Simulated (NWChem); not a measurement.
All runs are NWChem calculations. System: C2ClO2Pt, charge 1, spin multiplicity 1, displaced from the optimised geometry. The structure started from a generated list of species.

The NWChem input:

```
start mol
memory heap 200 mb stack 800 mb global 1000 mb
charge 1
geometry units angstroms nocenter noautoz
  Pt     0.000000     0.000000    -0.108412
  Cl     0.000000     0.000000    -2.363601
  O     -2.204431     0.000000     2.062090
  C     -1.340616     0.000000     1.303663
  O      2.204431     0.000000     2.062090
  C      1.340616     0.000000     1.303663
  symmetry group C2v
end
basis spherical
  * library def2-svp
end
ecp
  Pt library def2-ecp
end
dft
  xc becke88 perdew86
  semidirect memsize 60000000 filesize 0
  iterations 100
  convergence nodiis damp 40
end
task dft gradient
```

The output up to the point where the run's verdict is printed (cleaned and shortened):

```
             Northwest Computational Chemistry Package (NWChem) 7.3.0
             --------------------------------------------------------

                                NWChem Input Module
                                -------------------

 Scaling coordinates for geometry "geometry" by  1.889725989
 (inverse scale =  0.529177249)

 Turning off AUTOSYM since
 SYMMETRY directive was detected!

                             Geometry "geometry" -> ""
                             -------------------------

 Output coordinates in angstroms (scale by  1.889725989 to convert to a.u.)

  No.       Tag          Charge          X              Y              Z
 ---- ---------------- ---------- -------------- -------------- --------------
    1 Pt                  78.0000     0.00000000     0.00000000    -0.10841200
    2 Cl                  17.0000     0.00000000     0.00000000    -2.36360100
    3 O                    8.0000    -2.20443100     0.00000000     2.06209000
    4 C                    6.0000    -1.34061600     0.00000000     1.30366300
    5 O                    8.0000     2.20443100     0.00000000     2.06209000
    6 C                    6.0000     1.34061600     0.00000000     1.30366300

 Effective nuclear repulsion energy (a.u.)     908.7538435100

            Nuclear Dipole moment (a.u.)
            ----------------------------
        X                 Y               Z
 ---------------- ---------------- ----------------
     0.0000000000     0.0000000000     0.0000812582

      Symmetry information
      --------------------

 Group name             C2v
 Group number             16
 Group order               4
 No. of unique centers     4

      Symmetry unique atoms

     1    2    3    4


 Summary of "ao basis" -> "" (spherical)
 ------------------------------------------------------------------------------
       Tag                 Description            Shells   Functions and Types
 ---------------- ------------------------------  ------  ---------------------
 *                          def2-svp                  on all atoms

 Summary of "ao basis" -> "ao basis" (spherical)
[...]
 d= 0,ls=0.5         52   -414.1834423133  1.54D+02  5.12D-01              12.5
 d= 0,ls=0.5         53   -568.3704723527 -1.54D+02  5.12D-01              12.7
 d= 0,ls=0.5         54   -414.1834423133  1.54D+02  5.12D-01              12.9
 d= 0,ls=0.5         55   -568.3704723528 -1.54D+02  5.12D-01              13.1
 d= 0,ls=0.5         56   -414.1834423133  1.54D+02  5.12D-01              13.3
 d= 0,ls=0.5         57   -568.3704723528 -1.54D+02  5.12D-01              13.5
 d= 0,ls=0.5         58   -414.1834423133  1.54D+02  5.12D-01              13.7
 d= 0,ls=0.5         59   -568.3704723527 -1.54D+02  5.12D-01              13.9
 d= 0,ls=0.5         60   -414.1834423133  1.54D+02  5.12D-01              14.1
 d= 0,ls=0.5         61   -568.3704723527 -1.54D+02  5.12D-01              14.3
 d= 0,ls=0.5         62   -414.1834423133  1.54D+02  5.12D-01              14.5
 d= 0,ls=0.5         63   -568.3704723527 -1.54D+02  5.12D-01              14.7
 d= 0,ls=0.5         64   -414.1834423133  1.54D+02  5.12D-01              14.9
 d= 0,ls=0.5         65   -568.3704723527 -1.54D+02  5.12D-01              15.1
 d= 0,ls=0.5         66   -414.1834423133  1.54D+02  5.12D-01              15.2
 d= 0,ls=0.5         67   -568.3704723528 -1.54D+02  5.12D-01              15.4
 d= 0,ls=0.5         68   -414.1834423133  1.54D+02  5.12D-01              15.6
 d= 0,ls=0.5         69   -568.3704723527 -1.54D+02  5.12D-01              15.8
 d= 0,ls=0.5         70   -414.1834423133  1.54D+02  5.12D-01              16.0
 d= 0,ls=0.5         71   -568.3704723528 -1.54D+02  5.12D-01              16.2
 d= 0,ls=0.5         72   -414.1834423133  1.54D+02  5.12D-01              16.4
 d= 0,ls=0.5         73   -568.3704723527 -1.54D+02  5.12D-01              16.6
 d= 0,ls=0.5         74   -414.1834423133  1.54D+02  5.12D-01              16.8
 d= 0,ls=0.5         75   -568.3704723528 -1.54D+02  5.12D-01              17.0
 d= 0,ls=0.5         76   -414.1834423133  1.54D+02  5.12D-01              17.2
 d= 0,ls=0.5         77   -568.3704723528 -1.54D+02  5.12D-01              17.4
 d= 0,ls=0.5         78   -414.1834423133  1.54D+02  5.12D-01              17.6
 d= 0,ls=0.5         79   -568.3704723528 -1.54D+02  5.12D-01              17.8
 d= 0,ls=0.5         80   -414.1834423133  1.54D+02  5.12D-01              18.0
 d= 0,ls=0.5         81   -568.3704723528 -1.54D+02  5.12D-01              18.2
 d= 0,ls=0.5         82   -414.1834423133  1.54D+02  5.12D-01              18.4
 d= 0,ls=0.5         83   -568.3704723528 -1.54D+02  5.12D-01              18.6
 d= 0,ls=0.5         84   -414.1834423133  1.54D+02  5.12D-01              18.7
 d= 0,ls=0.5         85   -568.3704723528 -1.54D+02  5.12D-01              18.9
 d= 0,ls=0.5         86   -414.1834423133  1.54D+02  5.12D-01              19.1
 d= 0,ls=0.5         87   -568.3704723528 -1.54D+02  5.12D-01              19.3
 d= 0,ls=0.5         88   -414.1834423133  1.54D+02  5.12D-01              19.5
 d= 0,ls=0.5         89   -568.3704723527 -1.54D+02  5.12D-01              19.7
 d= 0,ls=0.5         90   -414.1834423133  1.54D+02  5.12D-01              19.8
 d= 0,ls=0.5         91   -568.3704723527 -1.54D+02  5.12D-01              20.0
 d= 0,ls=0.5         92   -414.1834423133  1.54D+02  5.12D-01              20.2
 d= 0,ls=0.5         93   -568.3704723528 -1.54D+02  5.12D-01              20.4
 d= 0,ls=0.5         94   -414.1834423133  1.54D+02  5.12D-01              20.6
 d= 0,ls=0.5         95   -568.3704723527 -1.54D+02  5.12D-01              20.9
 d= 0,ls=0.5         96   -414.1834423133  1.54D+02  5.12D-01              21.1
 d= 0,ls=0.5         97   -568.3704723528 -1.54D+02  5.12D-01              21.2
 d= 0,ls=0.5         98   -414.1834423133  1.54D+02  5.12D-01              21.4
 d= 0,ls=0.5         99   -568.3704723528 -1.54D+02  5.12D-01              21.6
 d= 0,ls=0.5        100   -414.1834423133  1.54D+02  5.12D-01              21.8
```

The run did not converge; its last values are not results. The next line reads: Calculation failed to converge. NWChem stopped with the message: dft gradient failed.
